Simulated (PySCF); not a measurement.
A structure optimised at PBE-D3(BJ)/def2-SVP, used in a PySCF frequency run:

```xyz
8

Ti    -0.2928     0.1931    -0.0523
Br     1.6846    -1.0580     0.1714
S     -0.3033     2.0941     1.1742
H      0.0639     1.3450     2.2618
S     -0.6277     0.8842    -2.1909
H     -1.9681     0.7440    -1.9575
S     -2.1263    -0.9332     0.6952
H     -1.6986    -2.0287    -0.0086
```

**Question.** Write its SMILES and formula.

**Answer.** [SH][Ti]([SH])([SH])[Br], BrH3S3Ti

**Question.** What are its rotational constants (standard atomic weights)?

**Answer.** 1.1512, 0.73813, 0.72032 GHz
